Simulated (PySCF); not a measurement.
Broadened absorption spectrum of C5H7ClSSi

C5H7ClSSi.
Atom-mapped SMILES: `[Cl:1][SiH2:2][S:3][C:4]1=[CH:5][CH:6]=[CH:7][CH2:8]1` (hydrogens: H9, H10 on Si2; H11 on C5; H12 on C6; H13 on C7; H14, H15 on C8)

The calculation used PySCF, TDDFT PBE0/def2-SVPD, vertical, gas phase, core orbitals frozen in the response. One conformer (not necessarily the lowest) at the GFN2-xTB geometry, without solvent, vibrations or thermal averaging. Torsions of this conformer, `[Cl:1][SiH2:2][S:3][C:4]1=[CH:5][CH:6]=[CH:7][CH2:8]1`: Cl1–Si2–S3–C4 -64°, Si2–S3–C4–C5 -1°.

Broadening: Gaussians 0.5 eV wide at half height, area fixed by f = 4.319×10⁻⁹ ∫ε dν̃. The width is an assumption, not a result. The curve ends short of the highest state used, and states not computed would add to its high-energy end.

| E (eV) | ε (L mol⁻¹ cm⁻¹) |
| --- | --- |
| 3.59 | 23 |
| 3.62 | 37 |
| 3.66 | 69 |
| 3.70 | 123 |
| 3.74 | 213 |
| 3.78 | 354 |
| 3.82 | 570 |
| 3.86 | 884 |
| 3.90 | 1325 |
| 3.94 | 1915 |
| 3.98 | 2672 |
| 4.02 | 3599 |
| 4.06 | 4678 |
| 4.10 | 5869 |
| 4.14 | 7107 |
| 4.18 | 8307 |
| 4.21 | 9123 |
| 4.25 | 10024 |
| 4.29 | 10632 |
| 4.33 | 10888 |
| 4.37 | 10768 |
| 4.41 | 10288 |
| 4.45 | 9498 |
| 4.49 | 8480 |
| 4.53 | 7328 |
| 4.57 | 6139 |
| 4.61 | 4996 |
| 4.65 | 3960 |
| 4.69 | 3072 |
| 4.73 | 2345 |
| 4.77 | 1776 |
| 4.80 | 1442 |
| 4.84 | 1102 |
| 4.88 | 860 |
| 4.92 | 691 |
| 4.96 | 576 |
| 5.00 | 500 |
| 5.04 | 452 |
| 5.08 | 424 |
| 5.12 | 414 |
| 5.16 | 418 |
| 5.20 | 436 |
| 5.24 | 468 |
| 5.28 | 514 |
| 5.32 | 573 |
| 5.36 | 643 |
| 5.39 | 701 |
| 5.43 | 781 |
| 5.47 | 860 |
| 5.51 | 929 |
| 5.55 | 983 |
| 5.59 | 1016 |
| 5.63 | 1024 |
| 5.67 | 1008 |
| 5.71 | 969 |
| 5.75 | 912 |

Problem. Locate the maxima and give the states behind the curve.

Solution. 286 nm (4.34 eV), ε about 11000, made up of S1 (100%); 221 nm (5.62 eV), ε about 1000, made up of S4 (49%) and S5 (46%) (ε in L mol⁻¹ cm⁻¹; maxima over ε = 5, shares over 10%). The states used: S1 4.34 eV (f 0.201); S2 4.79 eV (f 0.0075); S3 5.18 eV (f 0.0040); S4 5.56 eV (f 0.0097); S5 5.68 eV (f 0.0090); S6 6.02 eV (f 0.0026); S7 6.28 eV (f 0.0050); S8 6.35 eV (f 0.010).

Problem. Does any computed singlet lie in the visible range?

Solution. No computed singlet lies in the visible range (380 to 750 nm); the lowest, at 286 nm, stands 1.07 eV above its violet end (3.26 eV); a Tamm–Dancoff triplet lies at 450 nm, without intensity as long as spin–orbit coupling is left out.

Problem. What would ε be at 4.34 eV, the highest of these maxima, with half the width (0.25 eV)?

Solution. About 21700 L mol⁻¹ cm⁻¹ against 10900, a factor of about 1.99; a lone state at its own centre would give exactly 2.

Problem. Coming from long wavelengths, where does ε first pass 100 L mol⁻¹ cm⁻¹?

Solution. At about 336 nm (3.69 eV), 0.65 eV below S1.
